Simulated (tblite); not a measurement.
Compound: C7H2N3 (doublet state).
SMILES: `N#CC1=CC(C#N)=N[C]=C1`

Level: GFN2-xTB in tblite, geometry and Hessian alike; calculated harmonic values, unscaled, isolated species. This tight-binding method is rough: wavenumbers can miss measured ones by several per cent, in bad cases by 10 to 20. Open shells enter through the occupations alone, without spin polarisation, and single modes of such species can be off by tens of per cent.

Harmonic wavenumbers (cm⁻¹): 101.1, 102.7, 107.3, 172.3, 251.5, 347.3, 427.4, 461.2, 506.0, 506.9, 565.1, 607.8, 663.3, 678.4, 819.3, 860.4, 922.2, 964.6, 1106.3, 1155.9, 1221.1, 1279.3, 1357.2, 1414.8, 1460.3, 1613.8, 2370.4, 2374.4, 3095.7, 3114.9.

A = 3145, B = 913.4, C = 707.8 MHz; mass 128.025 u (most abundant isotopes); point group Cs, symmetry number 1; spin multiplicity 2.

Q: Zero-point energy?

A: ½Σν̃ = 15314 cm⁻¹ = 43.79 kcal/mol.

Q: Give the ideal-gas entropy at 400 K and 1 bar in the rigid-rotor, harmonic-oscillator model (classical rotation).

A: Translation 41.94, rotation 30.32, vibration 28.67, spin (R ln 2) 1.38: S = 102.3 cal/(mol K).

Q: And Cp and H(400 K) − H(0)?

A: Cp = 37.84 cal/(mol K), of which vibrations give 29.89 (their classical limit is 30 R = 59.6); H(400 K) − H(0) = 9.37 kcal/mol without the zero-point energy, 6.20 from vibrations.

Q: How do the functions run with temperature in this model?

A: 
```tsv
T (K)	S (cal/(mol K))	Cp (cal/(mol K))	H − H(0) (kcal/mol)	G − H(0) (kcal/mol)	ln q(vib)
50	58.5	11.4	0.45	-2.47	0.16
100	67.8	15.7	1.13	-5.64	0.89
298.15	92.1	31.4	5.84	-21.64	4.64
373.15	99.7	36.3	8.38	-28.84	6.11
500	111.3	42.8	13.42	-42.24	8.56
750	130.4	51.2	25.28	-72.55	13.10
1000	145.9	56.2	38.76	-107.15	17.20
```

q(vib) and H(0) count from the zero-point level.

Q: Which modes carry the vibrational entropy at 400 K?

A: 101.1 cm⁻¹: 4.01; 102.7 cm⁻¹: 3.98; 107.3 cm⁻¹: 3.89; 172.3 cm⁻¹: 2.97; 251.5 cm⁻¹: 2.25; 347.3 cm⁻¹: 1.67 cal/(mol K); the other 24 give 9.90 together.

Q: What must be added to the electronic energy to get the Gibbs energy at 400 K and 1 bar?

A: ZPE + [H(400 K) − H(0)] − T·S = 43.79 + 9.37 − 40.92 = 12.24 kcal/mol.

Hindered rotation and anharmonicity are outside this model.

Hardware: an Arm Neoverse V1 with one thread, no GPU, on a shared host. Cost: 0.36 s. The figure is for the frequency step alone.
